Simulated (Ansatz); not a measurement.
Geometry optimisation, Ansatz 0.2.0, RKS LDA/def2-SVP.

input.yaml

```yaml
crystal:
  periodic: [false, false, false]
  atoms:
    - { symbol: C, position_ang: [-0.4282, 0.4298, -0.3266] }
    - { symbol: S, position_ang: [0.3223, -1.0488, 0.2375] }
    - { symbol: Ag, position_ang: [1.993, -1.8188, 1.4334] }
    - { symbol: H, position_ang: [-1.283, 0.2255, -0.9648] }
    - { symbol: H, position_ang: [0.244, 1.0589, -0.96] }
    - { symbol: H, position_ang: [-0.8059, 1.0894, 0.5343] }
basis:
  gaussian: { orbitals: def2-SVP }
hamiltonian:
  xc: lda
relax:
  f_tol: 0.02
  max_steps: 40
```

Command:

```bash
$ ansatz run input.yaml --threads 1 --pin off --max-ram 2048MiB --backend cpu --events-out ev --progress --plain --runs-dir out
```

**Question.** Where does it end, and by what steps?

**Answer.** The forces met the threshold. After 6 steps the energy has fallen by 0.741 eV; Ag3 moved furthest, 0.55 Å.

```json
{"step": "0", "energy less start (eV)": "0.0000", "largest force component (eV/Å)": "2.632", "accepted": "yes"}
{"step": "1", "energy less start (eV)": "-0.4739", "largest force component (eV/Å)": "0.879", "accepted": "yes"}
{"step": "2", "energy less start (eV)": "-0.6629", "largest force component (eV/Å)": "0.288", "accepted": "yes"}
{"step": "3", "energy less start (eV)": "-0.6833", "largest force component (eV/Å)": "0.269", "accepted": "yes"}
{"step": "4", "energy less start (eV)": "-0.7387", "largest force component (eV/Å)": "0.134", "accepted": "yes"}
{"step": "5", "energy less start (eV)": "-0.7405", "largest force component (eV/Å)": "0.033", "accepted": "yes"}
{"step": "6", "energy less start (eV)": "-0.7406", "largest force component (eV/Å)": "0.011", "accepted": "yes"}
```

```xyz
6
Properties=species:S:1:pos:R:3
C -0.374 0.376 -0.286
S 0.029 -1.363 0.020
Ag 1.870 -1.287 1.349
H -1.279 0.363 -0.933
H 0.425 0.915 -0.835
H -0.629 0.931 0.640
```

Whether the end is a true minimum wasn't checked by a vibrational analysis.

Run time: 13 s on 1 thread of Arm Neoverse V1, with other jobs on the host, peak memory 0.14 GiB.
